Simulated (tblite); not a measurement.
Compound: C5H13ClOSi2.
Numbering: `[SiH3:1][O:2][SiH2:3][C@@H:4]1[CH2:5][CH2:6][C@H:7]([Cl:8])[CH2:9]1` (hydrogens: H10, H11, H12 on Si1; H13, H14 on Si3; H15 on C4; H16, H17 on C5; H18, H19 on C6; H20 on C7; H21, H22 on C9)

Computed with GFN2-xTB (tblite), gas phase: L-BFGS steps from a force-field or distance-geometry start until the largest atomic force falls under 0.01 eV/Å.

The end geometry, which sets the zero of energy:
```
atom  x, y, z in Å
Si1     3.6686    0.5518    0.6672
O2      2.5828   -0.1472   -0.3110
Si3     1.3062   -0.9460   -0.9043
C4     -0.2416   -0.5108    0.1133
C5     -1.5173   -1.1953   -0.3838
C6     -2.6290   -0.3422    0.2181
C7     -2.1218    1.0791    0.0066
Cl8    -2.6069    1.6467   -1.6248
C9     -0.5931    0.9919    0.1074
H10     4.7225    1.0316   -0.2208
H11     4.1418   -0.4685    1.6009
H12     2.9887    1.6385    1.3726
H13     1.1766   -0.4762   -2.2816
H14     1.6023   -2.3752   -0.7982
H15    -0.0938   -0.8149    1.1556
H16    -1.5740   -2.2384   -0.0785
H17    -1.5747   -1.1512   -1.4722
H18    -3.6014   -0.5092   -0.2425
H19    -2.7117   -0.5323    1.2907
H20    -2.5588    1.7993    0.6992
H21    -0.2425    1.4786    1.0178
H22    -0.1331    1.5093   -0.7343
```

Question: These geometries come from the run, each turned onto the end geometry. Order them by energy, lowest first.
A.
```
atom  x, y, z in Å
Si1     3.7813    0.5264    0.6664
O2      2.5571   -0.1419   -0.1777
Si3     1.3024   -0.9105   -0.8518
C4     -0.2704   -0.4853    0.1312
C5     -1.5218   -1.1940   -0.3921
C6     -2.6619   -0.3648    0.1902
C7     -2.1780    1.0672   -0.0061
Cl8    -2.6557    1.6274   -1.6433
C9     -0.6481    1.0102    0.1054
H10     4.7643    0.9607   -0.3304
H11     4.3094   -0.5095    1.5521
H12     3.2121    1.6471    1.4253
H13     1.2112   -0.4176   -2.2267
H14     1.5848   -2.3451   -0.7760
H15    -0.1451   -0.7805    1.1793
H16    -1.5639   -2.2368   -0.0854
H17    -1.5596   -1.1503   -1.4817
H18    -3.6223   -0.5444   -0.2919
H19    -2.7620   -0.5604    1.2604
H20    -2.6385    1.7767    0.6838
H21    -0.3090    1.5183    1.0080
H22    -0.1965    1.5264   -0.7416
```
B.
```
atom  x, y, z in Å
Si1     4.0154    0.4033    0.5683
O2      2.4712   -0.0181    0.2965
Si3     1.3308   -0.7559   -0.5826
C4     -0.3492   -0.3948    0.2183
C5     -1.4934   -1.1719   -0.4333
C6     -2.7280   -0.4409    0.0824
C7     -2.3336    1.0269   -0.0512
Cl8    -2.7910    1.6064   -1.6887
C9     -0.8085    1.0715    0.1290
H10     4.6656    0.6210   -0.7243
H11     4.6283   -0.7075    1.2974
H12     3.8967    1.6237    1.3598
H13     1.3829   -0.2006   -1.9353
H14     1.6273   -2.1894   -0.5550
H15    -0.3256   -0.6694    1.2777
H16    -1.4868   -2.2272   -0.1669
H17    -1.4408   -1.0841   -1.5208
H18    -3.6406   -0.6828   -0.4616
H19    -2.8828   -0.6752    1.1386
H20    -2.8660    1.6808    0.6399
H21    -0.5337    1.6241    1.0272
H22    -0.3487    1.5797   -0.7180
```
C.
```
atom  x, y, z in Å
Si1     3.9761    0.2678    0.3691
O2      2.3264    0.5704    0.4906
Si3     1.3351   -0.4774   -0.3413
C4     -0.3791   -0.3013    0.3707
C5     -1.3606   -1.2115   -0.3515
C6     -2.7006   -0.5090   -0.1616
C7     -2.4001    0.9890   -0.0920
Cl8    -2.8302    1.7981   -1.6160
C9     -0.9152    1.1196    0.2149
H10     4.4127    0.2793   -1.0381
H11     4.3584   -0.9918    1.0286
H12     4.6814    1.3428    1.0636
H13     1.2390   -0.1319   -1.7674
H14     1.7306   -1.8938   -0.1778
H15    -0.3578   -0.5257    1.4371
H16    -1.3921   -2.1906    0.1187
H17    -1.1136   -1.2919   -1.4215
H18    -3.3300   -0.7345   -1.0114
H19    -3.1664   -0.7947    0.7927
H20    -2.9413    1.4522    0.7273
H21    -0.7664    1.6285    1.1681
H22    -0.4167    1.6258   -0.6052
```
D.
```
atom  x, y, z in Å
Si1     4.1574    0.3103    0.4417
O2      2.5419    0.1262    0.3439
Si3     1.3274   -0.6371   -0.4084
C4     -0.3775   -0.2949    0.3560
C5     -1.4038   -1.1572   -0.3836
C6     -2.7469   -0.5003   -0.0817
C7     -2.4374    0.9976   -0.0592
Cl8    -2.8638    1.7283   -1.6429
C9     -0.9264    1.1346    0.2105
H10     4.6914    0.4082   -0.9176
H11     4.7054   -0.8754    1.1059
H12     4.3172    1.5485    1.1987
H13     1.3018   -0.1591   -1.7895
H14     1.5786   -2.0763   -0.3166
H15    -0.4113   -0.5651    1.4157
H16    -1.3677   -2.1953   -0.0604
H17    -1.2146   -1.1260   -1.4580
H18    -3.5078   -0.7504   -0.8213
H19    -3.1151   -0.8070    0.8994
H20    -3.0540    1.5371    0.6649
H21    -0.7627    1.7164    1.1178
H22    -0.4424    1.6560   -0.6180
```
E.
```
atom  x, y, z in Å
Si1     4.0692    0.2865    0.3703
O2      2.4468    0.4070    0.3877
Si3     1.3500   -0.5290   -0.3508
C4     -0.3700   -0.2969    0.4038
C5     -1.3729   -1.1938   -0.3342
C6     -2.7284   -0.5103   -0.1466
C7     -2.4210    0.9867   -0.0606
Cl8    -2.8258    1.8180   -1.6095
C9     -0.9226    1.1299    0.2441
H10     4.4482    0.2695   -1.0522
H11     4.3649   -1.0070    1.0128
H12     4.5659    1.4392    1.1137
H13     1.3175   -0.1135   -1.7626
H14     1.7698   -1.9320   -0.2165
H15    -0.3986   -0.5583    1.4641
H16    -1.3684   -2.2039    0.0748
H17    -1.1123   -1.2576   -1.3934
H18    -3.4089   -0.7268   -0.9657
H19    -3.1966   -0.8385    0.7845
H20    -3.0450    1.4836    0.6801
H21    -0.7469    1.7325    1.1374
H22    -0.4250    1.6339   -0.5838
```

Answer: A (0.005 eV), B (0.014 eV), D (0.071 eV), E (0.176 eV), C (0.535 eV).

In the order of the answer:

| step | E above end (eV) | largest force (eV/Å) | rms force component (eV/Å) | rms distance from end (Å) | rms bond change (Å) | bond most changed (Å) |
| --- | --- | --- | --- | --- | --- | --- |
| 115 | 0.005 | 0.28 | 0.054 | 0.094 | 0.003 | Si1–O2 +0.010 |
| 63 | 0.014 | 0.07 | 0.022 | 0.395 | 0.002 | Si3–C4 -0.007 |
| 30 | 0.071 | 0.10 | 0.036 | 0.598 | 0.003 | Si1–O2 +0.009 |
| 11 | 0.176 | 0.33 | 0.091 | 0.689 | 0.006 | Si1–H10 +0.013 |
| 1 | 0.535 | 1.85 | 0.316 | 0.713 | 0.020 | Si1–O2 +0.062 |

The cost below is that of the whole relaxation. Time: 2.8 s of wall time. Hardware: one thread, Arm Neoverse N1 (aarch64), shared host with 64 logical CPUs at a one-minute load of 61.
